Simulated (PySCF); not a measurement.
Vibration and rotation of NaSn⁺

UHF-CCSD(T) constants of NaSn⁺, ³Π (triplet), unpaired electrons σ ↑, π ↑ (PySCF, spin-free X2C with a Gaussian nucleus, basis sets Na x2c-SVPall, Sn x2c-SVPall; masses 22.9898 and 119.9022 u):

```
ωe              : 108.4 cm⁻¹
ωexe            : 0.61 cm⁻¹
Be              : 0.073418 cm⁻¹
αe              : 0.000582 cm⁻¹
D (centrifugal) : 1.35e-07 cm⁻¹
De to Na⁺ + Sn  : 0.54 eV
```

**Question.** Give the vibrational terms G(v) and spacings up to v = 6.

**Answer.** G(v) = ωe(v+½) − ωexe(v+½)².

| v | G(v) (cm⁻¹) | G(v) − G(v−1) | Bv (cm⁻¹) |
| --- | --- | --- | --- |
| 0 | 54.0 |  | 0.07313 |
| 1 | 161.2 | 107.2 | 0.07254 |
| 2 | 267.2 | 106.0 | 0.07196 |
| 3 | 371.9 | 104.7 | 0.07138 |
| 4 | 475.4 | 103.5 | 0.07080 |
| 5 | 577.7 | 102.3 | 0.07022 |
| 6 | 678.8 | 101.1 | 0.06964 |

**Question.** How well does the Morse estimate ωe²/(4ωexe) reproduce De, and what is D0?

**Answer.** It gives 0.60 eV, 111 % of the computed De. D0 = De − G(0) = 0.54 − 0.01 = 0.53 eV.

Correlated steps freeze 19 core orbitals. Correlated levels converge slowly with the basis: in double zeta they bind strong bonds too weakly, by up to about 1 eV, and carry superposition errors of some tenths. Spin–orbit coupling is left out, which matters for elements this heavy, above all for dissociation energies. For an ion De counts to the pair picked by the measured ionisation energies or electron affinities, which need not be the lowest pair at this level. The state was picked by a PBE0 search and need not be the measured ground state.
